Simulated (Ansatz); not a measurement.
C2H4SSi (`[SiH3]C#CS`) at its PBE0-D4/def2-TZVP geometry, where that method's forces vanish. Charge 0, multiplicity 1.

```xyz
8

Si   -0.1194    1.6176   -0.1849
C     0.0990   -0.1844   -0.1184
C     0.2356   -1.3888   -0.0583
S     0.4950   -3.0433   -0.0919
H     1.2047    2.2880   -0.2018
H    -0.8730    1.9935   -1.4071
H    -0.8775    2.0484    1.0161
H    -0.1645   -3.3311    1.0462
```

Task: What forces (eV/Å) does r2SCAN-D4/def2-TZVPP give on these atoms in the Gaussian-basis code of Ansatz? (Best estimate.)

Result: The calculation gave: 
```
Si1  0.013 -0.091 -0.002
C2  -0.059  0.556 -0.033
C3   0.060 -0.534  0.028
S4   0.002  0.079 -0.023
H5  -0.030  0.003 -0.001
H6   0.014  0.010  0.025
H7   0.014  0.002 -0.025
H8  -0.014 -0.025  0.029
```
